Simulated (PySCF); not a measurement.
**Electronic structure of Dy (dysprosium, neutral) at the PBE0 level**

Configuration: [Xe] 4f9 5d1 6s2, one real determinant (an excited configuration). All numbers are calculated (PySCF 2.14, scalar relativity by spin-free X2C-1e, in ANO-RCC-VTZP (8s7p5d3f2g1h, 104 functions)).

* Total energy: -12156.07 hartree
* One-electron energy: -16633.40 hartree
* Hartree (Coulomb) energy: 4744.18 hartree
* Exchange-correlation energy: -266.86 hartree
* ⟨S²⟩: 12.0556
* ⟨L²⟩: 30.199
* Sum of ⟨r⟩: 44.62 bohr
* Sum of ⟨r²⟩: 78.98 bohr²
* Traceless quadrupole moment −½Σ⟨3z² − r²⟩ along its main axis: 0.822 e·bohr²
* Langevin diamagnetic susceptibility: -62.6 ×10⁻⁶ cm³/mol
* Time after the integrals: of the order of 9 core-seconds

```tsv
shell	electrons	mean orbital energy (hartree)	spread (hartree)	rms radius, mean of both spins (bohr)
1s α	1	-1971.42800	0	0.0240
1s β	1	-1971.42735	0	0.0240
2s α	1	-329.69073	0	0.0971
2s β	1	-329.68589	0	0.0971
2p α	3	-293.12951	0.00863	0.0874
2p β	3	-293.12547	0.00690	0.0874
3s α	1	-74.15976	0	0.250
3s β	1	-74.06963	0	0.250
3p α	3	-62.82531	0.05155	0.251
3p β	3	-62.73121	0.03402	0.251
3d α	5	-47.93860	0.05116	0.230
3d β	5	-47.85378	0.02724	0.230
4s α	1	-15.19831	0	0.563
4s β	1	-14.98722	0	0.563
4p α	3	-11.42545	0.07969	0.598
4p β	3	-11.20739	0.03832	0.598
4d α	5	-6.19608	0.09197	0.656
4d β	5	-5.95205	0.03252	0.656
5s α	1	-2.08565	0	1.37
5s β	1	-1.98576	0	1.37
5p α	3	-1.14706	0.03137	1.62
5p β	3	-1.06487	0.00805	1.62
4f α	7	-0.50680	0.08788	0.923
4f β	2	-0.35726	0.00930	0.923
6s α	1	-0.17821	0	4.21
6s β	1	-0.16212	0	4.21
5d α	1	-0.14808	0	2.88
```

⟨L²⟩ = 30.20 against 56 for a pure K term, so this real determinant mixes terms. Spin-orbit coupling, absent here, splits the open shell strongly.

Densities and radii are taken from the X2C orbitals without a picture-change correction, which distorts them close to the nucleus.
